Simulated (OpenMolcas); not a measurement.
# N+, P+, As+, Sb+, Bi+: ns² np² down the group

| Quantity | Value |
| --- | --- |
| Program | OpenMolcas |
| Method | RASSCF |
| Basis | ANO-R2 |
| Scalar Hamiltonian | X2C, finite nucleus |
| Spin-orbit coupling | RASSI with atomic mean-field integrals over the reference wave functions, term energies averaged over their components |

Active space for each ion: 4 electrons in 9 orbitals (RAS2 s p; RAS3 d, at most 2 electrons).

Computed levels in cm-1 above ³P₀:

```
                               Level     N+     P+    As+    Sb+    Bi+
                                 ³P₁   43.6    144    895   2465  10698
                                 ³P₂    130    415   2246   5077  15360
                                 ¹D₂  17497  11089  12238  13967  30134
                                 ¹S₀  36492  24955  25728  25945  42003
weight of ³P in the lowest level (%)    100    100     99     97     87
```

Mixed levels, with the weight of the term that names them: Bi+ ³P₂ (63 %), Bi+ ¹D₂ (63 %).

Measured, with the error of the calculation in %. Measured levels: N+, P+, As+, Sb+ from NIST Handbook of Basic Atomic Spectroscopic Data.

| Level | N+ | P+ | As+ | Sb+ |
| --- | --- | --- | --- | --- |
| ³P₁ | 48.7 (-10.4) | 165 (-12.9) | 1063 (-15.8) | 3055 (-19.3) |
| ³P₂ | 131 (-0.8) | 469 (-11.5) | 2541 (-11.6) | 5658 (-10.3) |
| ¹D₂ | 15316 (+14.2) | 8882 (+24.8) | 10096 (+21.2) | 12790 (+9.2) |
| ¹S₀ | 32689 (+11.6) | 21576 (+15.7) | 22599 (+13.8) | 23906 (+8.5) |

The fine-structure level ³P₂ changes by a factor of 118 from N+ to Bi+.

Without spin-orbit coupling ¹D lies 17410, 10804, 10508, 9249, 8887 cm-1 above ³P in that order; the difference to the level ¹D₂, of either sign, comes from spin-orbit coupling, which also lowers the zero.

Without dynamic correlation excited terms often stand tens of per cent too high (terms of higher spin than the ground term too low), and those without a measured partner can miss by more than the paired ones (holds for N+; P+; As+). Active for correlation alone: 3d; no level in the range computed is led by a configuration that fills it, so any true level of that kind is missing (holds for N+). The run also gave levels led by 3s 3p² 3d, 3s² 3p 3d, which use shells meant for correlation; these and all levels above them are left out (holds for P+). Active for correlation alone: 4d; no level in the range computed is led by a configuration that fills it, so any true level of that kind is missing (holds for As+). Active for correlation alone: 5d; no level in the range computed is led by a configuration that fills it, so any true level of that kind is missing (holds for Sb+). The run also gave levels led by 6s² 6p 6d, which use shells meant for correlation; these and all levels above them are left out (holds for Bi+). Computed and measured levels are paired by configuration, term and J; levels that our copy of the source lacks, or whose pairing is in doubt (as where it misses far off the trend of its configuration), stay unpaired and out of the deviations. Levels of configurations outside the active space are missing.
